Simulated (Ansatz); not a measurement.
A search over several starts for the lowest SCF solution of the cluster B2W2 at the given spin, in a small basis.

```yaml
crystal:
  periodic: [false, false, false]
  atoms:
    - {symbol: W, position_ang: [1.188138, -0.073632, 0.437952]}
    - {symbol: W, position_ang: [-1.194125, 0.054225, 0.424290]}
    - {symbol: B, position_ang: [0.078702, 1.423759, -0.398774]}
    - {symbol: B, position_ang: [-0.072715, -1.404362, -0.463468]}
basis:
  gaussian: {orbitals: def2-SVP, initial_orbitals: start.molden}
magnetization: {spin_polarized: true, initial_magnetization: 4}
hamiltonian: {xc: pbe0, dispersion: d4}
output: {orbitals: {seedname: orbitals}}
```

The file start.molden holds the orbitals of an earlier run on this structure, at another level or in another basis.

```sh
$ ansatz run in.yaml --threads 4 --pin off --events-out ev --progress --plain --max-ram 3916MiB
```

Shortened log:

```
Functional definition: PBE0
1002 factors; their error is unknown
mean field evaluation 1: about -4992.0329 eV, gradient 2.5e1 eV
mean field evaluation 2: about -4992.2306 eV, gradient 5.8e-1 eV
mean field evaluation 4: about -4992.3441 eV, gradient 1.2e-1 eV
mean field evaluation 8: about -4992.3442 eV, gradient 1.7e-5 eV
mean field evaluation 16: about -4992.2339 eV, gradient 5.4e-1 eV
mean field evaluation 32: about -4992.3442 eV, gradient 1.2e-4 eV
mean field -4992.34416868 eV, -183.4652642667 hartree, gradient 1.6e-5 eV, S^2 6.053188; 4 other end points of the search recorded, 0 dependent functions left out
reference -4992.34419864 eV, -183.4652653675 hartree; 21, 17 occupied and 71, 75 virtual orbitals, 1002 factors
Total energy: -4992.51357568 eV, -183.4714898591 hartree
```

It took 3.9 s on 4 threads of Arm Neoverse V2 on a shared host.

In the def2 sets W takes a core potential; there is no spin–orbit coupling. At PBE0-D4/def2-TZVP a broken-symmetry singlet of charge 0 lies 1.16 eV below the quintet, each at its own geometry. The structure comes from a short search, and lower isomers may exist.
